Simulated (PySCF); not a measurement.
Computed Raman spectrum (relative Raman activity) of a molecule C4H6ClF. Coordinates come from a PBE-D3(BJ)/def2-SVP optimisation. One conformer was computed; it need not be the lowest. Computed with PBE-D3(BJ)/def2-SVP in PySCF. Frequencies are harmonic and unscaled.

Lines under 2 % of the strongest are left out, and lines within 2 cm⁻¹ are merged.

ν (cm⁻¹): 1346 (vw), 1354 (w), 1390 (w), 1401 (w), 1408 (w), 1719 (w), 2968 (w), 2970 (vs), 3038 (m), 3041 (m), 3086 (w), 3109 (w) (against the strongest line: vs over 80 %, s over 45 %, m over 15 %, w over 4 %, vw less)

Question: Identify the compound among the candidates.
A) C/C(F)=C(\C)Cl
B) C[C@]1(F)C[C@H]1Cl
C) C[C@H]1C[C@]1(F)Cl
D) C=C(F)CCCl

Answer: A, C/C(F)=C(\C)Cl
